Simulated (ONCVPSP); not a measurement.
bromine: ONCV pseudisation with LDA (Perdew-Zunger), scalar-relativistic reference atom.

| Item | Value |
| --- | --- |
| Element | Br (Z = 35) |
| Generator | ONCVPSP 4.0.1 |
| Type | optimised norm-conserving Vanderbilt (ONCV) |
| Functional | LDA (Perdew-Zunger) |
| Relativity | scalar-relativistic |
| Frozen core | [Ne] |
| Valence charge | 25 |
| Reference configuration | 3s2 3p6 3d10 4s2 4p5 |
| Partial waves | 3s+4s: rc 0.85 bohr, ncon 4, nbas 7, qcut 11.8 1/bohr, 2 projectors; 3p+4p: rc 0.85 bohr, ncon 5, nbas 9, qcut 19.3 1/bohr, 2 projectors; 3d: rc 0.85 bohr, ncon 5, nbas 10, qcut 15.4 1/bohr, local |
| Local potential | the d channel |
| Core correction | none |

All-electron outer shells of the reference configuration (LDA (Perdew-Zunger), scalar-relativistic, ld1.x):

```
shell  level (eV)  outermost node (bohr)  outermost maximum (bohr)
   2s    -1730.55                   0.06                      0.16
   2p    -1527.86                      –                      0.13
   3s     -237.20                   0.23                      0.48
   3p     -173.21                   0.21                      0.48
   3d      -67.00                      –                      0.43
   4s      -20.32                   0.67                      1.41
   4p       -8.01                   0.70                      1.66
```

Task: Does the generator finish with these settings?

Result: Yes, a potential is produced and its reference levels are reproduced.

Task: Estimate the cutoffs (Ha) at which the residual kinetic energy of the hardest occupied pseudo-wave falls to 1 and 0.1 mHa per electron.

Result: 240 Ha and 512 Ha.

Task: Does the potential have ghost states?

Result: Ghosts flagged at negative energy: s at -443.3 eV; no localised positive-energy state flagged. A true bound ghost makes a file unfit for plane-wave use.

Task: Which valence shell sets the plane-wave cutoff?

Result: 3d: 240 Ha for 1 mHa per electron, against 85 Ha for 3p.

Task: Tests: 3s2 3p6 3d10 4s2 4p4; 3s2 3p6 3d10 4s2 4p3; 3s2 3p6 3d10 4s2 4p2; 3s2 3p6 3d10 4s2 4p4.5. Which has the largest error in its energy relative to the reference configuration, and how large is it?

Result: 3s2 3p6 3d10 4s2 4p2, with -6.2 meV (all-electron minus pseudo) on +69.87 eV.
